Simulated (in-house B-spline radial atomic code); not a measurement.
Values are calculated unless marked as measured or tabulated.
**Two electrons in Si: a spherical dot of radius 13 nm with hard walls with an ionised donor at its centre**

For Si the NSM archive of the Ioffe Institute lists m_l = 0.98 m0, m_t = 0.19 m0 and ε = 11.7; the model takes one isotropic valley with the conductivity mass 3/(1/m_l + 2/m_t) = 0.26 m0, and so misses anisotropy and the other valleys. All triplets below are those of one valley; with several valleys two electrons can form a triplet in the 1s orbital itself, at an energy set by the valley splitting. Real donors also feel a central-cell potential, which shifts the ground state.

Effective-mass model with parabolic bands, a uniform dielectric constant, no image charges, no central-cell or spin-orbit terms. Two-electron levels come from full CI in B-splines with partial waves to l = 5 (up to 0.001 effective hartree above the limit).

What are the effective units, and what is the potential in them?

Ha* = 27211.386 meV × 0.26/11.7² = 51.68 meV and a* = 0.0529177 nm × 11.7/0.26 = 2.381 nm. The radius is R = 5.45 a*, with −1/r added.

In these units the lowest s and p orbitals lie at -0.498243 and -0.026413, and their Coulomb and exchange integrals are J_ss = 0.635940, J_sp = 0.376980 and K_sp = 0.0473. Full CI gives -0.480586 for the ground singlet, -0.215995 for the sp triplet, -0.154264 for the sp singlet and -0.121321 for the lowest triplet of two s orbitals.

What does it cost to add the second electron, to first order and exactly?

To first order E = 2ε_s + J_ss = -0.360546, so the charging energy E(2) − 2E(1) is J_ss = 32.87 meV. CI gives -0.480586 − 2 × (-0.498243) = 0.515900, or 26.66 meV: relaxation and correlation lower it by 6.204 meV, 18.9 % of J_ss. The s² configuration of one-electron orbitals holds 85.3 % of the state, and the mean radius is 4.56 nm.

How far above the singlet do the triplets lie?

To first order the sp triplet lies at ε_s + ε_p + J_sp − K_sp = -0.194978, which is 8.557 meV above 2ε_s + J_ss. CI gives -0.215995 − (-0.480586) = 0.264591, or 13.67 meV, 56 % of the orbital spacing of 24.39 meV. The ss triplet lies 18.57 meV up, so the lower of the two is the sp one, and its gap equals k_BT at 159 K. The sp singlet-triplet splitting is 3.19 meV, against 2K_sp = 4.89 meV.
